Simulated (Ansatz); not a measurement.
**Energy profile**

The step: GeH₄O ([OH][GeH3]) + H₂S → GeH₄S ([SH][GeH3]) + H₂O; bonds formed: Ge1–S7, O2–H6; bonds broken: Ge1–O2, H6–S7 (atoms numbered as in the saddle structure below).

Ge1  (-0.899, -0.398, -0.104)
O2  (0.476, 0.253, 1.169)
H3  (-0.530, -1.712, -0.789)
H4  (-1.769, -0.772, 1.138)
H5  (-1.702, 0.662, -0.862)
H6  (1.054, 0.722, 0.391)
S7  (1.193, 0.738, -1.419)
H8  (0.173, 0.840, 1.875)
H9  (2.003, -0.332, -1.398)
(Å)

Electronic energies by CCSD(T) at an estimated basis limit (MP2 extrapolated from triple and quadruple zeta, plus CCSD(T) − MP2 in triple zeta), on PBE0-D4/def2-TZVP structures; GeH6SO, closed shell; no counterpoise correction. Computed with Ansatz 0.2.0 (basis: def2-TZVPP and def2-QZVPP); correlated methods freeze the cores. Filled d shells of the heavier atoms are correlated. The def2 sets are not built for correlating such inner shells, so the correlated values are less sure here. Extrapolation: Hartree–Fock as exp(−7.88 √X), correlation as X^−2.97.

(1) Give the profile in kJ/mol, counted from the separated reactants. (To be estimated.)

No T1 diagnostic of these runs exceeds 0.013.

Answers

(1) By the calculation:
```csv
point,kJ/mol
"separated: GeH4O (linked as [OH][GeH3]; Ge1, O2, H3, H4, H5, H8; singlet) + H2S (H6, S7, H9; singlet)",0.0
start structure,-13.4
saddle,101.3
end structure,-42.1
"separated: GeH4S (linked as [SH][GeH3]; Ge1, H3, H4, H5, S7, H9; singlet) + H2O (O2, H6, H8; singlet)",-26.9
```

For scale, one of the runs: CCSD(T)/def2-TZVPP, 205 basis functions, launched by `ansatz run in.yaml --threads 4 --pin off --events-out ev --progress --plain --max-ram 9574MiB`. The run took 82 s on 4 CPU threads of an Arm Neoverse V1 (shared host), with 2.6 GiB of host memory at its peak.
